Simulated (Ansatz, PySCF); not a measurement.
Reaction 2 R1 → 0.5 P1 + P2, each structure at its B3LYP-D3(BJ)/def2-TZVP stationary point, reached from a drawn start (curvature not checked).
P1: S2 (SMILES [S][S]), charge 0, multiplicity 3.
R1: OS (SMILES O=S), charge 0, multiplicity 3.
P2: SO2 (SMILES O=[S+][O-]), charge 0, multiplicity 1.

P less R. No zero-point or thermal terms; singlets are restricted closed shells; open shells are unrestricted; no spin–orbit coupling.

Frozen-core correlation throughout. CBS(a, b) extrapolates the correlation energy as X⁻³ and adds the Hartree–Fock energy of set b.

Programs: Ansatz (a quantum-chemistry and plane-wave program) with Gaussian orbitals; PySCF for the D3/D4 terms. Each number belongs to the level named beside it.

```tsv
level	reaction energy (kcal/mol)
PBE/def2-TZVPP	-55.09
BLYP-D4/def2-TZVPP	-51.01
r2SCAN/def2-TZVPP	-51.29
B3LYP-D4/def2-TZVPP	-50.24
wB97M-V/def2-TZVPP	-56.14
B2PLYP-D3(BJ)/def2-TZVPP	-53.35
MP2/cc-pV(T+d)Z	-63.21
MP2/CBS(cc-pV(T+d)Z, cc-pV(Q+d)Z)	(withheld)
CCSD(T)/cc-pV(T+d)Z	(withheld)
```

Complete the blanks.


- MP2/CBS(cc-pV(T+d)Z, cc-pV(Q+d)Z), reaction energy (kcal/mol): -68.63
- CCSD(T)/cc-pV(T+d)Z, reaction energy (kcal/mol): -54.84
